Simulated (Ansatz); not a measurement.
`[SiH3]C1C=C1` + `CO[SiH](O)O` → `CO[SiH](O)O[SiH3]` + `C1=CC1`  (ligand exchange at the Si–C bond)

Program: Ansatz. Geometries: PBE0-D4/def2-TZVP. ΔE: electronic, gas phase. CCSD(T)/CBS is the MP2 limit (def2-TZVPP, def2-QZVPP) plus CCSD(T) − MP2 in def2-TZVPP, frozen cores. This one scheme is used for every species. Functionals use def2-TZVPP. B3LYP here is the variant with VWN-RPA as its local correlation; programs differ in this. Each species was taken in one conformer, which may not be the lowest.

`[SiH3]C1C=C1`:

Cartesian coordinates in Å:
```
Si -1.106 0.779 -0.543
C 0.506 0.296 0.270
C 0.661 -1.007 1.028
C 1.248 -0.969 -0.112
H -1.965 1.569 0.384
H -0.873 1.614 -1.755
H -1.839 -0.454 -0.944
H 1.118 1.137 0.613
H 0.404 -1.529 1.933
H 1.847 -1.436 -0.873
```

`CO[SiH](O)O`:

Cartesian coordinates in Å:
```
C 0.145 1.650 0.569
O -0.587 0.476 0.301
Si 0.100 -0.958 -0.086
O 0.893 -0.960 -1.511
O -1.132 -2.028 -0.163
H 0.953 1.468 1.287
H 0.581 2.062 -0.347
H -0.535 2.389 0.995
H 1.130 -1.300 0.916
H 0.364 -0.983 -2.311
H -1.912 -1.818 0.352
```

`CO[SiH](O)O[SiH3]`:

Cartesian coordinates in Å:
```
C -1.436 1.469 1.196
O -1.195 0.098 0.974
Si 0.291 -0.555 0.808
O 0.084 -2.167 0.669
O 1.059 -0.025 -0.518
Si 1.275 -0.341 -2.113
H -1.258 2.051 0.286
H -2.479 1.591 1.491
H -0.801 1.868 1.996
H 1.134 -0.182 1.962
H -0.716 -2.538 1.044
H 1.751 0.907 -2.760
H 2.291 -1.409 -2.290
H -0.001 -0.766 -2.744
```

`C1=CC1`:

Cartesian coordinates in Å:
```
C -0.288 -0.467 -0.684
C 0.397 0.606 -0.494
C -0.069 -0.088 0.749
H -0.734 -1.180 -1.357
H 0.941 1.445 -0.892
H -0.892 0.334 1.327
H 0.644 -0.651 1.352
```

| level | ΔE (eV) |
| --- | --- |
| r2SCAN-D4 | -1.15 |
| PBE0-D4 | -1.09 |
| B3LYP-D4 | -1.20 |
| B2PLYP | -1.20 |
| PBE | -1.00 |
| r2SCAN | -1.15 |
| CCSD/def2-TZVPP | -1.21 |
| CCSD(T)/def2-TZVPP | -1.17 |

Q: What does CCSD(T)/CBS give? (Best estimate.)

A: Computed: -1.16 eV. The listed levels differ from it by 0.01, 0.07, -0.04, -0.04, 0.16, 0.01, -0.05, -0.01 eV.

Largest T1 diagnostic among the species: 0.011.

From PBE to PBE0 (25 % exact exchange), in def2-TZVPP and without D4, ΔE moves by −0.07 eV. In def2-TZVPP, CCSD(T) changes the Hartree–Fock value by +0.25 eV (the triples alone add +0.04 eV) and MP2 by +0.25 eV.
